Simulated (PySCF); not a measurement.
# TDDFT excited states: ClH7Si4

Compound: ClH7Si4.
SMILES: `[SiH2]1[SiH2][SiH2][SiH]1Cl`

The calculation used PySCF, TDDFT wB97X-D/def2-SVPD, vertical, gas phase, core orbitals frozen in the response. Geometry: GFN2-xTB; no solvent, vibrations or thermal averaging.

```json
{"state": "S1", "E (eV)": "4.29", "E (kJ/mol)": "414", "λ (nm)": "289.0", "f": "0.0000", "|μ| (D)": "0.04", "symmetry": "–", "main configurations (H = HOMO, L = LUMO)": "H→L (97%)"}
{"state": "S2", "E (eV)": "5.08", "E (kJ/mol)": "490", "λ (nm)": "244.1", "f": "0.0012", "|μ| (D)": "0.25", "symmetry": "–", "main configurations (H = HOMO, L = LUMO)": "H-1→L (97%)"}
{"state": "S3", "E (eV)": "5.12", "E (kJ/mol)": "494", "λ (nm)": "242.1", "f": "0.0000", "|μ| (D)": "0.04", "symmetry": "–", "main configurations (H = HOMO, L = LUMO)": "H-2→L (97%)"}
{"state": "S4", "E (eV)": "6.15", "E (kJ/mol)": "594", "λ (nm)": "201.5", "f": "0.069", "|μ| (D)": "1.72", "symmetry": "A″", "main configurations (H = HOMO, L = LUMO)": "H→L+1 (58%), H-2→L+1 (31%)"}
{"state": "S5", "E (eV)": "6.33", "E (kJ/mol)": "610", "λ (nm)": "196.0", "f": "0.083", "|μ| (D)": "1.86", "symmetry": "A″", "main configurations (H = HOMO, L = LUMO)": "H-2→L+1 (27%), H→L+1 (27%), H-1→L+2 (27%)"}
{"state": "S6", "E (eV)": "6.41", "E (kJ/mol)": "619", "λ (nm)": "193.4", "f": "0.232", "|μ| (D)": "3.09", "symmetry": "A′", "main configurations (H = HOMO, L = LUMO)": "H→L+2 (91%)"}
{"state": "S7", "E (eV)": "6.44", "E (kJ/mol)": "621", "λ (nm)": "192.6", "f": "0.044", "|μ| (D)": "1.35", "symmetry": "A″", "main configurations (H = HOMO, L = LUMO)": "H-1→L+2 (41%), H-2→L+1 (33%), H→L+3 (8%)"}
{"state": "S8", "E (eV)": "6.64", "E (kJ/mol)": "641", "λ (nm)": "186.7", "f": "0.0001", "|μ| (D)": "0.05", "symmetry": "–", "main configurations (H = HOMO, L = LUMO)": "H→L+3 (63%), H-1→L+2 (22%)"}
```

Triplets, Tamm–Dancoff:

```json
{"state": "T1", "E (eV)": "3.99", "λ (nm)": "310.6", "main configurations (H = HOMO, L = LUMO)": "H→L (94%)"}
{"state": "T2", "E (eV)": "4.56", "λ (nm)": "272.2", "main configurations (H = HOMO, L = LUMO)": "H-1→L (94%)"}
{"state": "T3", "E (eV)": "4.57", "λ (nm)": "271.2", "main configurations (H = HOMO, L = LUMO)": "H-2→L (93%)"}
```

The lowest singlet comes at 289 nm (414 kJ/mol) in the ultraviolet; it is dark (f under 0.0005); its leading configuration is HOMO→LUMO (97%). The most intense listed level is S6 at 6.41 eV (193 nm, f = 0.232), 2.12 eV above S1. Löwdin shares by element: HOMO silicon 61% or more, chlorine 17% (atoms not listed hold the other 22%); LUMO silicon 74% (atoms not listed hold the other 26%). The listed states span 2.35 eV, and the widest gap between neighbours is 1.03 eV (S3 to S4). Of the 8 states listed, 4 reach f = 0.01 and 3 stay under 0.0005. Weighted by f, the mean energy of these states is 6.35 eV. Symmetry labels in Cs follow from the direction of the transition dipole and are given only for states with f of 0.002 or more. Only the lowest 8 singlets were computed, as vertical energies without vibronic structure.
